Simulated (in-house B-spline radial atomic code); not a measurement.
A fraction x of an electron is removed from 3p in the phosphorus ion P⁺, starting from [Ne] 3s2 3p2 and keeping the highest spin. Method: scalar-relativistic (X2C) LDA exchange-only, spin-polarised, spherical fractional occupations, Fermi nucleus of rms radius 3.1889 fm. Calculated with an all-electron radial atomic-structure program (B-spline basis).

| x | E(x) - E(0) (eV) | 3p up level (eV) |
| --- | --- | --- |
| 0 | 0.0000 | -14.069 |
| 0.03 | 0.4262 | -14.346 |
| 0.24 | 3.6445 | -16.313 |
| 0.34 | 5.3233 | -17.266 |
| 0.5 | 8.2094 | -18.813 |
| 0.54 | 8.9697 | -19.204 |
| 0.67 | 11.5493 | -20.484 |
| 0.79 | 14.0790 | -21.679 |
| 0.95 | 17.6763 | -23.291 |
| 1 | 18.8535 | -23.799 |

The exact functional would give a straight line between the two integer points. Deviations E(x) - E(0) - x[E(1) - E(0)], in eV: -0.139 at x = 0.03, -0.88 at x = 0.24, -1.087 at x = 0.34, -1.217 at x = 0.5, -1.211 at x = 0.54, -1.083 at x = 0.67, -0.815 at x = 0.79, -0.235 at x = 0.95.

The curve lies below the straight line by up to 1.217 eV (at x = 0.5): convex, the delocalisation error that favours fractional charges.

(1) How well does Slater's transition state (minus the level at half occupation) give the ionisation energy?

Results:

(1) It gives 18.813 eV against 18.854 eV from the two total energies; NIST lists 19.77 eV, ground level to ground level.
